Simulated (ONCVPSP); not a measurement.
**What the settings do to the ONCV potential of Ir**

Base potential:

ONCVPSP 4.0.1 input, shortened (lines: element, Z, core and valence counts, functional; n l f; lmax; l rc ep ncon nbas qcut; lloc lpopt rc5 dvloc0; l nproj debl; icmod fcfact rcfact), revPBE, fully relativistic:

```
  Ir 77.00   10    4  -102130      upf
    1    0    2.00
    2    0    2.00
    2    1    6.00
    3    0    2.00
    3    1    6.00
    3    2   10.00
    4    0    2.00
    4    1    6.00
    4    2   10.00
    4    3   14.00
    5    0    2.00
    5    1    6.00
    5    2    7.00
    6    0    2.00
    3
    0    1.60    0.00    4    9    9.30
    1    1.60    0.00    5    8    8.10
    2    1.40    0.00    4    9    6.80
    3    1.40    0.38    4    8    8.00
    4    5    0.95    4.00
    0    2    3.30
    1    3    1.40
    2    2    2.30
    3    2    3.90
    0    0.00    0.00
```

Open shells are filled in proportion to 2j + 1.

In the p channel the program set the typed energies aside and used -1.871, 0.250, 1.650 Ha (j = l + 1/2; the other j can differ).

Cutoffs, loose and tight: the cutoffs (Ha) at which the residual kinetic energy of the hardest occupied pseudo-wave falls to 1 and 0.1 mHa per electron. They do not see the model core or the augmentation charge, which bear on the density cutoff. Test errors are all-electron minus pseudo excitation energies from the reference, over the configurations 5s2 5p6 5d7 6s1; 5s2 5p6 5d7 6s0; 5s2 5p6 5d6 6s0; 5s2 5p6 5d6 6s2 6p1. A dash means not determined; rows that change the core or the reference have their own tests.

7 further variants are left out, since the program set their typed debl aside.

For the base: The cutoffs count occupied waves only; projector 2 of the f channel, the hardest unoccupied one, needs 182 Ha at the loose tolerance.

```tsv
change	outcome	cutoff, loose	cutoff, tight	bound ghosts	GHOST(+) flags above zero	largest test error (meV)
base	generated, projector energies reset by the program	28 Ha	36 Ha	none	s, p3/2, f7/2, p1/2, f5/2	+2.9
p: debl 2.15	generated	28 Ha	36 Ha	none	s, f7/2, f5/2	+2.9
p: debl 3.7	generated	28 Ha	36 Ha	none	s, p3/2, f7/2, p1/2, f5/2	+2.9
p: debl 4.65	generated	28 Ha	36 Ha	none	s, p3/2, f7/2, f5/2	+2.9
```
